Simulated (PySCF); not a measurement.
Bi(F)3 cation (BiF3), SMILES [Bi]([F])([F])[F] (connectivity only; charge and spin as stated), charge +1, multiplicity 2.

Coordinates come from a r2SCAN-D4/def2-SVP optimisation. The spin state was assumed, not searched. The isomer is the one that the SMILES or the coordinates give; other isomers of the formula were not compared. The def2 effective core potentials stand for the cores of Bi; spin–orbit coupling is left out.

The numbers are results of TDA-LC-ωPBE/def2-SVPD (PySCF), not measurements.

Vertical excitations; the highest root listed may be one member of a degenerate set. Gas-phase values at a fixed geometry.

Computed lowest excited states:
| state | energy (eV) | λ (nm) | f | main pairs |
|---|---|---|---|---|
| root 1 | 1.90 | 651 | 0.000 | β HOMO−2→LUMO 96 % |
| root 2 | 1.95 | 634 | 0.000 | β HOMO−4→LUMO (degenerate set) |
| root 3 | 1.95 | 634 | 0.000 | β HOMO−3→LUMO (degenerate set) |
| root 4 | 2.17 | 571 | 0.013 | β HOMO→LUMO, β HOMO−7→LUMO (degenerate set) |
| root 5 | 2.17 | 571 | 0.013 | β HOMO−1→LUMO, β HOMO−6→LUMO (degenerate set) |
| root 6 | 2.73 | 455 | 0.008 | β HOMO−5→LUMO 95 % |
| root 7 | 3.56 | 349 | 0.055 | β HOMO−7→LUMO, β HOMO→LUMO (degenerate set) |
| root 8 | 3.56 | 349 | 0.056 | β HOMO−6→LUMO, β HOMO−1→LUMO (degenerate set) |
| root 9 | 6.88 | 180 | 0.017 | α HOMO→LUMO 82 %, β HOMO−8→LUMO 9 % |
| root 10 | 7.83 | 158 | 0.021 | α HOMO→LUMO+1 48 %, β HOMO→LUMO+1 34 % |
Unrestricted roots are not spin-pure.
